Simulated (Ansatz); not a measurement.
A nudged elastic band was laid between two geometries of CH5GeNO (9 atoms, charge 0, multiplicity 1).

Theory: Ansatz 0.2.0, UHF/def2-SVP.

```
movable images  : 5
climbing image  : yes
spring          : 5.0 eV/Å²
optimiser       : quadratic models (default)
start path      : through a guess of the saddle point
force threshold : 0.05 eV/Å
iteration limit : 60
end points      : relaxed
```

Image 0:

```xyz
9
Properties=species:S:1:pos:R:3
O 0.583 0.445 -1.888
C 1.141 0.593 -0.847
N 0.616 0.232 0.346
Ge -1.077 -0.542 0.450
H 2.145 1.042 -0.786
H 1.175 0.400 1.158
H -1.092 -1.859 -0.319
H -2.125 0.430 -0.083
H -1.278 -0.787 1.950
```

Image 6:

```xyz
9
Properties=species:S:1:pos:R:3
O 0.754 0.597 -1.962
C 0.835 0.435 -0.801
N -0.183 0.787 0.097
Ge -1.371 -1.103 0.938
H 1.698 -0.029 -0.307
H 0.159 1.164 0.964
H -0.909 -1.884 -0.353
H -0.861 1.399 -0.328
H -0.034 -1.413 1.735
```

Question: Which bonds break or form, and what moves?

Answer: Bonds broken: Ge4–H8. Bonds formed: N3–H8.

Question: What energy profile does the band end with?

Answer: The forces met the threshold. The highest image is number 2 of 0 to 6, 343.7 kJ/mol above the first end and 215.8 kJ/mol above the last; the last end lies 128.0 kJ/mol above the first. Neighbouring images differ by up to 3.2 eV, so the band resolves the path poorly. A vibrational analysis at the climbing image gives one clearly imaginary mode, 1951i cm⁻¹: a first-order saddle point. The orbitals stay closed-shell, which can raise the energy where a bond breaks towards radicals; this wasn't checked here.

```json
{"image": "0", "path coordinate (Å)": "0.00", "energy (kJ/mol)": "0.0", "Ge4–H8 (Å)": "1.53", "N3–H8 (Å)": "2.78"}
{"image": "1", "path coordinate (Å)": "0.92", "energy (kJ/mol)": "39.7", "Ge4–H8 (Å)": "1.51", "N3–H8 (Å)": "2.40"}
{"image": "2", "path coordinate (Å)": "1.84", "energy (kJ/mol)": "343.7", "Ge4–H8 (Å)": "1.63", "N3–H8 (Å)": "1.41"}
{"image": "3", "path coordinate (Å)": "2.63", "energy (kJ/mol)": "170.5", "Ge4–H8 (Å)": "2.35", "N3–H8 (Å)": "1.01"}
{"image": "4", "path coordinate (Å)": "3.42", "energy (kJ/mol)": "140.3", "Ge4–H8 (Å)": "2.70", "N3–H8 (Å)": "1.00"}
{"image": "5", "path coordinate (Å)": "4.22", "energy (kJ/mol)": "128.6", "Ge4–H8 (Å)": "2.85", "N3–H8 (Å)": "1.01"}
{"image": "6", "path coordinate (Å)": "5.01", "energy (kJ/mol)": "128.0", "Ge4–H8 (Å)": "2.85", "N3–H8 (Å)": "1.01"}
```

Question: What is the geometry of the highest image?

Answer: 
```xyz
9
Properties=species:S:1:pos:R:3
O 0.649 0.069 -1.902
C 1.041 0.521 -0.878
N 0.355 0.445 0.302
Ge -1.418 -0.709 0.504
H 1.998 1.064 -0.811
H 0.818 0.824 1.108
H -1.173 -1.862 -0.471
H -0.999 0.836 0.198
H -1.183 -1.234 1.933
```

The run took 2.6 min on 2 threads of Intel(R) Xeon(R) 6975P-C (Granite Rapids), with other jobs on the host, peak memory 0.3 GiB.
